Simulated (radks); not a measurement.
Values are calculated unless marked as measured or tabulated.
Ionisation of the tellurium ion Te2+, [Kr] 4d10 5s2 5p2, to [Kr] 4d10 5s2 5p1 as the strength of local exchange is varied. Code: a radial shooting solver on a logarithmic mesh with Libxc functionals. Model: scalar-relativistic Kohn-Sham, Slater X-alpha exchange (alpha = 2/3 is LDA exchange), no correlation, spin-polarised, spherical densities, finite nucleus; open shells are filled with parallel spins first (spin-orbit coupling, left out, can overturn this in heavy ions); Fermi nuclear charge, rms radius 4.7423 fm.

alpha,E(Te2+) (hartree),exchange (hartree),IE (eV),-e of the level emptied (eV),<r> of it (bohr)
0.603,-6767.03884,-148.32528,25.851,21.384 (5p),2.380
0.667,-6782.83773,-164.42919,26.689,22.206 (5p),2.350
0.765,-6807.09719,-189.22231,27.997,23.491 (5p),2.306
0.803,-6816.52586,-198.87956,28.513,23.999 (5p),2.289
0.814,-6819.25749,-201.67963,28.663,24.147 (5p),2.285
0.918,-6845.13460,-228.25376,30.100,25.566 (5p),2.241

NIST Atomic Spectra Database: 27.84 eV (measured). The Delta-SCF value meets it near alpha = 0.75. Open shells are spherical and high-spin; term and fine-structure splittings are not resolved. Spin-orbit splitting is averaged out at the scalar-relativistic level.
